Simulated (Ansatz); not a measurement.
The inner images of a band of BCl2F + BrH (6 atoms, charge 0, multiplicity 1) are given out of order.

Theory: RKS PBE0-D4/def2-SVP (Ansatz).

Initial state:

```xyz
6
Properties=species:S:1:pos:R:3
B 0.001 0.360 -0.139
F 0.005 0.528 1.167
Cl 1.519 0.321 -0.990
Cl -1.523 0.241 -0.970
Br 0.086 -2.870 1.090
H 0.057 -1.863 2.095
```

Final state:

```xyz
6
Properties=species:S:1:pos:R:3
B 0.022 -0.604 -0.505
F 0.014 0.162 2.124
Cl 1.512 0.194 -0.892
Cl -1.511 0.119 -0.878
Br 0.070 -2.394 0.203
H 0.038 -0.760 2.200
```

Task: Put them in order from the first end to the last, with their energies above the first end.
A.
```xyz
6
Properties=species:S:1:pos:R:3
B 0.017 -0.286 -0.016
F 0.013 0.110 1.474
Cl 1.531 0.184 -0.778
Cl -1.523 0.115 -0.766
Br 0.067 -2.379 0.651
H 0.040 -1.026 1.687
```
B.
```xyz
6
Properties=species:S:1:pos:R:3
B 0.001 0.307 -0.083
F 0.003 0.510 1.222
Cl 1.524 0.242 -0.923
Cl -1.524 0.167 -0.907
Br 0.084 -2.820 1.038
H 0.058 -1.689 1.905
```
C.
```xyz
6
Properties=species:S:1:pos:R:3
B 0.020 -0.458 -0.144
F 0.014 0.086 1.615
Cl 1.525 0.198 -0.764
Cl -1.519 0.127 -0.753
Br 0.068 -2.387 0.449
H 0.036 -0.849 1.850
```
D.
```xyz
6
Properties=species:S:1:pos:R:3
B 0.008 0.062 0.012
F 0.008 0.338 1.328
Cl 1.534 0.153 -0.828
Cl -1.527 0.081 -0.815
Br 0.072 -2.529 0.840
H 0.049 -1.388 1.715
```
E.
```xyz
6
Properties=species:S:1:pos:R:3
B 0.021 -0.558 -0.341
F 0.014 0.127 1.850
Cl 1.519 0.205 -0.791
Cl -1.515 0.131 -0.779
Br 0.069 -2.400 0.290
H 0.037 -0.788 2.023
```
F.
```xyz
6
Properties=species:S:1:pos:R:3
B 0.004 0.214 -0.028
F 0.005 0.443 1.278
Cl 1.528 0.177 -0.866
Cl -1.524 0.103 -0.851
Br 0.078 -2.683 0.936
H 0.055 -1.537 1.783
```
G.
```xyz
6
Properties=species:S:1:pos:R:3
B 0.013 -0.128 0.022
F 0.011 0.231 1.382
Cl 1.536 0.156 -0.803
Cl -1.526 0.088 -0.791
Br 0.067 -2.410 0.761
H 0.044 -1.220 1.681
```

Result: B (+1.3 kJ/mol), F (+8.6 kJ/mol), D (+32.9 kJ/mol), G (+80.9 kJ/mol), A (+117.0 kJ/mol), C (+94.3 kJ/mol), E (+79.4 kJ/mol).

The run took 3.2 min on 2 threads of Intel(R) Xeon(R) 6975P-C (Granite Rapids), on a shared host, peak memory 0.27 GiB.
